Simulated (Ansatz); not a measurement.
Reaction (homolysis of the Ge–O bond): `F[Si](Cl)(Cl)[O][GeH3]` → `[GeH3]`• + `[O][Si](F)(Cl)Cl`•

Isolated molecules relaxed with PBE0-D4/def2-TZVP in Ansatz; ΔE leaves out vibrations. CCSD(T)/CBS adds triple-zeta CCSD(T) − MP2 to the extrapolated MP2 energy (def2 sets, frozen cores). DFT in def2-TZVPP. HSE06 is defined as in plane-wave codes. Open shells (•) are unrestricted, without spin–orbit coupling. For Ge outer-core shells are correlated without core-valence functions, which leaves a few kJ/mol of doubt a bond. Scalar relativity is left out up to krypton. Each species was taken in one conformer, which may not be the lowest.

```json
{"level": "LDA (SPW92)", "ΔE (kcal/mol)": "124.4", "difference from CCSD(T)/CBS": "5.0"}
{"level": "BLYP-D4", "ΔE (kcal/mol)": "107.0", "difference from CCSD(T)/CBS": "-12.4"}
{"level": "PBE0-D4", "ΔE (kcal/mol)": "111.3", "difference from CCSD(T)/CBS": "-8.1"}
{"level": "HSE06-D4", "ΔE (kcal/mol)": "111.2", "difference from CCSD(T)/CBS": "-8.2"}
{"level": "CAM-B3LYP-D4", "ΔE (kcal/mol)": "113.9", "difference from CCSD(T)/CBS": "-5.5"}
{"level": "ωB97X-V", "ΔE (kcal/mol)": "116.0", "difference from CCSD(T)/CBS": "-3.4"}
{"level": "PBE", "ΔE (kcal/mol)": "106.9", "difference from CCSD(T)/CBS": "-12.5"}
{"level": "revPBE", "ΔE (kcal/mol)": "100.8", "difference from CCSD(T)/CBS": "-18.6"}
{"level": "PBE0", "ΔE (kcal/mol)": "109.1", "difference from CCSD(T)/CBS": "-10.3"}
{"level": "r2SCAN0", "ΔE (kcal/mol)": "108.1", "difference from CCSD(T)/CBS": "-11.3"}
{"level": "CAM-B3LYP", "ΔE (kcal/mol)": "111.5", "difference from CCSD(T)/CBS": "-7.9"}
{"level": "LC-ωPBE", "ΔE (kcal/mol)": "112.6", "difference from CCSD(T)/CBS": "-6.8"}
{"level": "HF/def2-SVP", "ΔE (kcal/mol)": "86.1", "difference from CCSD(T)/CBS": "-33.3"}
{"level": "CCSD/def2-SVP", "ΔE (kcal/mol)": "110.0", "difference from CCSD(T)/CBS": "-9.4"}
{"level": "CCSD(T)/def2-SVP", "ΔE (kcal/mol)": "111.2", "difference from CCSD(T)/CBS": "-8.2"}
{"level": "CCSD/def2-TZVPP", "ΔE (kcal/mol)": "113.4", "difference from CCSD(T)/CBS": "-6.0"}
{"level": "CCSD(T)/CBS", "ΔE (kcal/mol)": "119.4", "difference from CCSD(T)/CBS": "0"}
```

Largest T1 diagnostic among the species: 0.013.

From PBE to PBE0 (25 % exact exchange), in def2-TZVPP and without D4, ΔE moves by +2.2 kcal/mol. In def2-TZVPP, CCSD(T) changes the Hartree–Fock value by +30.8 kcal/mol (the triples alone add +2.3 kcal/mol) and MP2 by +39.6 kcal/mol; breaking electron pairs costs correlation energy, which Hartree–Fock lacks.
